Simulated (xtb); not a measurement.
NbOCl2, SMILES [Cl][Nb+]([Cl])=[O], charge +1, multiplicity 1. All values are semi-empirical tight-binding results from xtb (GFN2-xTB unless named), good for trends rather than for accurate numbers. Coordinates come from a GFN2-xTB optimisation. The spin state was assumed, not searched. The isomer is the one that the SMILES or the coordinates give; other isomers of the formula were not compared.

Optimised geometry:

```xyz
4

Nb    -0.3380     0.4238     0.0000
O      0.9292     1.5459     0.0000
Cl     0.1889    -0.8748     1.7075
Cl     0.1889    -0.8748    -1.7075
```
Charge +1, spin multiplicity 1.

For metal compounds this method's bond lengths and energies can be far off.

```yaml
point_group_as_xtb_finds_it: Cs
orbital_gap: 1.87 eV
zero_point_energy: 2.9 kcal/mol
G − E(el) at 298.15 K (modified RRHO): -16.6 kcal/mol
```

Computed atomic charges and the Wiberg bond orders between heavy atoms:
charges (e) Nb1 0.38, O2 -0.09, Cl3 0.35, Cl4 0.35. Bond orders Nb1–O2 2.54, Nb1–Cl3 1.86, Nb1–Cl4 1.86.
